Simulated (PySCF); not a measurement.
BeClBr, SMILES [Cl][Be][Br]. Heavy atoms are numbered as in [Be:1]([Cl:2])[Br:3].

Geometry: r2SCAN-D4/def2-TZVP.

All values below come from CAM-B3LYP/def2-TZVPD (PySCF).

Mulliken values depend strongly on the basis, most of all with diffuse functions as here. ESP charges are fitted to the potential on shells at 1.4 to 2.0 van der Waals radii. Atomic charges (e), one atom of each kind:

```json
[
 {"atom": "Be1", "ESP fit": "0.41", "Mulliken": "-0.02"},
 {"atom": "Cl2", "ESP fit": "-0.22", "Mulliken": "0.01"},
 {"atom": "Br3", "ESP fit": "-0.19", "Mulliken": "0.01"}
]
```
